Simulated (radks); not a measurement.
Results of a calculation; reference values are marked as such.
Task: The table gives one normalised radial function P(r) = r R(r) of Ag40+ in [He] 2s2 2p3 (r in bohr). Code: a radial shooting solver on a logarithmic mesh with Libxc functionals. Model: scalar-relativistic Kohn-Sham, r2SCAN, spin-polarised, spherical densities, finite nucleus; open shells are filled with parallel spins first (spin-orbit coupling, left out, can overturn this in heavy ions); meta-GGA in the generalised Kohn-Sham scheme; Fermi nuclear charge, rms radius 4.5454 fm.

r	P
0.001572	0.3824
0.001731	0.4152
0.001905	0.4505
0.002097	0.4883
0.00229	0.5252
0.002521	0.5682
0.002775	0.6139
0.003055	0.6624
0.003362	0.7137
0.003701	0.7677
0.004074	0.8242
0.004485	0.8831
0.004936	0.9441
0.005434	1.0067
0.005981	1.0704
0.006584	1.1345
0.007247	1.1982
0.007978	1.2604
0.008781	1.3198
0.009666	1.3749
0.01056	1.4201
0.01162	1.4617
0.01279	1.4930
0.01408	1.5113
0.0155	1.5139
0.01706	1.4977
0.01878	1.4593
0.02067	1.3955
0.02275	1.3031
0.02504	1.1790
0.02757	1.0207
0.03035	0.8264
0.0334	0.5952
0.03677	0.3278
0.04047	0.0263
0.04455	-0.3051
0.04865	-0.6303
0.05355	-1.0005
0.05895	-1.3759
0.06489	-1.7431
0.07142	-2.0874
0.07862	-2.3925
0.08654	-2.6425
0.09526	-2.8232
0.1049	-2.9233
0.1154	-2.9351
0.1271	-2.8568
0.1399	-2.6930
0.154	-2.4551
0.1695	-2.1603
0.1865	-1.8303
0.2053	-1.4890
0.2242	-1.1857
0.2468	-0.8836
0.2717	-0.6254
0.2991	-0.4184
0.3292	-0.2633
0.3624	-0.1549
0.3989	-0.0846
0.4391	-0.0427

Which n and l does it have? It may be an empty orbital.

Result: n = 2, l = 0: the number of nodes gives n - l - 1 = 1, the rise at small r (about r^(l+1), flatter next to the nucleus through relativity) gives l, and the extent must fit the shell. The curve is that of 2s down; the table hardly tells the two spins apart. 2s down: eigenvalue -6412.0 eV, 1 radial node at r = 0.0408 bohr, <r> = 0.130 bohr, 90 % of the charge inside 0.199 bohr.
